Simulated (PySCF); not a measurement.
## InS: one state, many levels of theory

State: ²Π (doublet), unpaired electrons π ↑. Set-up: basis In def2-SVPD with ECP28, S def2-SVPD; scalar-relativistic core potentials; PySCF 2.14. De refers to In + S in their high-spin ground configurations, without counterpoise correction. The functionals are run spin-unrestricted. A positive dipole means In(−)S(+).

| Level | Re (Å) | ωe (cm⁻¹) | De (eV) | μ (D) | CPU s a point (SCF and correlation, without the integrals) |
| --- | --- | --- | --- | --- | --- |
| UHF | 2.568 | 287 | 1.98 | -3.31 | 0.49 |
| UHF-MP2 | 2.558 | 290 | 2.89 | n/a | 0.69 |
| UHF-SCS-MP2 | 2.568 | 286 | 2.84 | n/a | n/a |
| UHF-CCSD | 2.566 | 287 | 2.74 | n/a | n/a |
| UHF-CCSD(T) | 2.570 | 285 | 2.83 | n/a | 8.7 |
| PBE | 2.575 | 277 | 3.31 | -3.08 | 0.67 |
| PBEsol | 2.547 | 288 | 3.50 | -2.86 | 0.45 |
| r²SCAN | 2.550 | 290 | 3.25 | -2.95 | 0.82 |
| TPSSh | 2.565 | 284 | 3.22 | -3.16 | 0.94 |
| PBE0 | 2.551 | 289 | 3.18 | -3.12 | 1.1 |
| HSE06 | 2.553 | 288 | 3.19 | -3.10 | 1.1 |
| M06-2X | 2.575 | 282 | 3.08 | -3.49 | 1.1 |

**Question.** Which functional lies closest to UHF-CCSD(T) in De, which farthest, and by how much do they differ from it?

**Answer.** Closest is M06-2X (+0.5 pm in Re, -1.1 % in ωe, +0.25 eV in De against UHF-CCSD(T) in the same basis), farthest PBEsol (-2.3 pm in Re, +1.1 % in ωe, +0.67 eV in De). CCSD(T) converges more slowly with the basis than the functionals do and binds too weakly in this one, so the order can change at the basis-set limit.

**Question.** What does a quarter of exact exchange do here, going from PBE to PBE0?

**Answer.** PBE0 less PBE: -2.4 pm in Re, +4.3 % in ωe, -0.13 eV in De. Exact exchange removes part of the self-interaction that spreads semilocal densities, and in most molecules shortens and stiffens the bond and lowers De; so it does here.

**Question.** What does the triples do here, going from UHF-CCSD to UHF-CCSD(T)?

**Answer.** UHF-CCSD(T) less UHF-CCSD: +0.4 pm in Re, -0.7 % in ωe, +0.09 eV in De. Correlation nearly always deepens the well. The bond lengthens, as in strong covalent bonds, where excitations into antibonding orbitals dominate.

Correlated steps freeze 9 core orbitals. Correlated levels converge slowly with the basis: in double zeta they bind strong bonds too weakly, by up to about 1 eV, and carry superposition errors of some tenths. Spin–orbit coupling is left out, which matters for elements this heavy, above all for dissociation energies. The state is the lowest determinant that a PBE0 search found; another state may lie lower at other levels.

The whole job (state search and all levels along the bond) took about 3 min on 1 thread of Oxide Virtual Turin-like (shared host), peak memory 0.79 GiB.
